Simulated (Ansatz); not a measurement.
Geometry optimisation, RKS PBE0/def2-mTZVP (Ansatz 0.2.0).

Input file:

```yaml
crystal:
  periodic: [false, false, false]
  atoms:
    - { symbol: "N", position_ang: [-0.63087, -1.072, 0.07211] }
    - { symbol: Si, position_ang: [0.26076, 0.26329, 0.01983] }
    - { symbol: Br, position_ang: [-0.86229, 1.96516, -0.83604] }
    - { symbol: H, position_ang: [-0.33391, -1.97, 0.4191] }
    - { symbol: H, position_ang: [1.56631, 0.81355, 0.325] }
basis:
  gaussian: { orbitals: def2-mTZVP }
hamiltonian:
  xc: pbe0
relax:
  f_tol: 0.015
  max_steps: 40
output:
  orbitals: {}
```

Launched with:

```bash
$ ansatz run input.yaml --threads 1 --pin off --max-ram 2048MiB --backend cpu --events-out ev --progress --plain --runs-dir out
```

Q: Where does it end, and by what steps?

A: It converged. After 6 steps the energy has fallen by 0.100 eV; H5 moved furthest, 0.13 Å.

| step | energy less start (eV) | largest force component (eV/Å) | accepted |
| --- | --- | --- | --- |
| 0 | 0.0000 | 1.761 | yes |
| 1 | -0.0778 | 0.701 | yes |
| 2 | -0.0982 | 0.149 | yes |
| 3 | -0.0994 | 0.046 | yes |
| 4 | -0.0995 | 0.033 | yes |
| 5 | -0.0998 | 0.045 | yes |
| 6 | -0.0998 | 0.010 | yes |

```xyz
5
Properties=species:S:1:pos:R:3
N -0.624 -1.085 0.077
Si 0.162 0.291 -0.022
Br -0.854 2.040 -0.853
H -0.225 -1.938 0.449
H 1.540 0.693 0.349
```

Whether the end is a true minimum wasn't checked by a vibrational analysis.

Time of the run: 23 s on 1 thread of Arm Neoverse V1, with other jobs on the host, peak memory 0.16 GiB.
